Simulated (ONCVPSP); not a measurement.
Co (Z = 27): excitation energies, all-electron against ONCV

Co (Z = 27), optimised norm-conserving Vanderbilt (ONCV), made with ONCVPSP 4.0.1 (PBE, scalar-relativistic). Core [Ne], reference 3s2 3p6 3d7 4s2. Waves: 3s+4s: rc 1.15 bohr, ncon 3, nbas 6, qcut 11.4 1/bohr, 2 projectors; 3p: rc 0.80 bohr, ncon 4, nbas 7, qcut 9 1/bohr, 2 projectors, debl 0.4 Ha; 3d: rc 1.75 bohr, ncon 4, nbas 9, qcut 7.9 1/bohr, 2 projectors, debl 1.3 Ha. Local part: polynomial inside 0.75 bohr (lpopt 5, dvloc0 0 Ha). Core correction: Teter function, fcfact 3.25, rcfact 1.2.

In the p channel the program set the typed energies aside and used -2.412, 0.250 Ha.

Energies are relative to the spin-unpolarised reference configuration 3s2 3p6 3d7 4s2; without spin polarisation the order of configurations can differ from experiment.

(1) Give the all-electron excitation energy and the error of the potential for: 3s2 3p6 3d7 4s1; 3s2 3p6 3d7 4s0; 3s2 3p6 3d6 4s0; 3s2 3p6 3d8 4s0.

Levels in the configuration 3s2 3p6 3d7 4s1:

```json
{"level": "3s", "all-electron (eV)": "-111.225", "pseudo (eV)": "-111.261"}
{"level": "3p", "all-electron (eV)": "-74.471", "pseudo (eV)": "-74.498"}
{"level": "3d", "all-electron (eV)": "-16.959", "pseudo (eV)": "-17.000"}
{"level": "4s", "all-electron (eV)": "-12.763", "pseudo (eV)": "-12.758"}
```

Results:

(1)

```
valence configuration  charge  ΔE all-electron (eV)  error AE − PS (meV)
      3s2 3p6 3d7 4s1      +1                 9.031                 +1.8
      3s2 3p6 3d7 4s0      +2                25.816                 +6.2
      3s2 3p6 3d6 4s0      +3                61.686                  +71
      3s2 3p6 3d8 4s0      +1                 6.471                 +143
```
